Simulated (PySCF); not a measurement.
# First hyperpolarisability: `O=C1c2ccccc2C(=O)c2c(Cl)cccc21`, C14H7ClO2

Cartesian coordinates in Å; atom numbers follow the order of the lines, from 1:
```xyz
24

O    -0.244    2.664    0.380
C    -0.147    1.464    0.209
C    -1.327    0.586    0.125
C    -2.597    1.146    0.246
C    -3.725    0.350    0.172
C    -3.595   -1.017   -0.024
C    -2.339   -1.582   -0.146
C    -1.194   -0.792   -0.073
C     0.124   -1.456   -0.210
O     0.192   -2.657   -0.382
C     1.317   -0.579   -0.125
C     2.617   -1.091   -0.239
Cl    2.924   -2.763   -0.486
C     3.728   -0.255   -0.157
C     3.568    1.102    0.040
C     2.295    1.629    0.156
C     1.178    0.807    0.075
H    -2.672    2.212    0.399
H    -4.705    0.792    0.268
H    -4.473   -1.642   -0.083
H    -2.216   -2.644   -0.300
H     4.712   -0.687   -0.250
H     4.433    1.744    0.103
H     2.137    2.686    0.310
```

Computed with PySCF 2.14.0, quadratic response CAM-B3LYP/def2-SVPD first hyperpolarisability, Taylor convention, gas phase. Geometry: GFN2-xTB.

(1) What is the first hyperpolarisability, and how does it disperse?

Results:

(1) In 10⁻³⁰ esu, Taylor convention; the vector part is βᵢ = ⅓ Σⱼ (βᵢⱼⱼ + βⱼᵢⱼ + βⱼⱼᵢ); β∥ is 3/5 of the vector part along the dipole, the dipole points from − to +:
| process | λ (nm) | β vector norm | β∥ | β HRS | depolarisation ratio |
| --- | --- | --- | --- | --- | --- |
| static β(0;0,0) | ∞ | 1.31 | -0.79 | 0.57 | 4.25 |
| second harmonic β(−2ω;ω,ω) | 1064 | 2.49 | -1.45 | 1.13 | 3.98 |
| Pockels β(−ω;ω,0) | 1064 | 1.58 | -0.95 | – | – |
| Pockels β(−ω;ω,0) | 800 | 1.85 | -1.10 | – | – |

Second harmonics within 0.3 eV of the first excitation or beyond it are left out.

Problem. Which lowest excitations, dipole and polarisabilities go with it?

Solution. S1 3.13 eV (f = 0.000); S2 3.53 eV (f = 0.000); S3 4.04 eV (f = 0.121); dipole 1.22 D; isotropic α 179.6 au static, 182.8 au at 1064 nm, 185.5 au at 800 nm, 194.7 au at 532 nm.
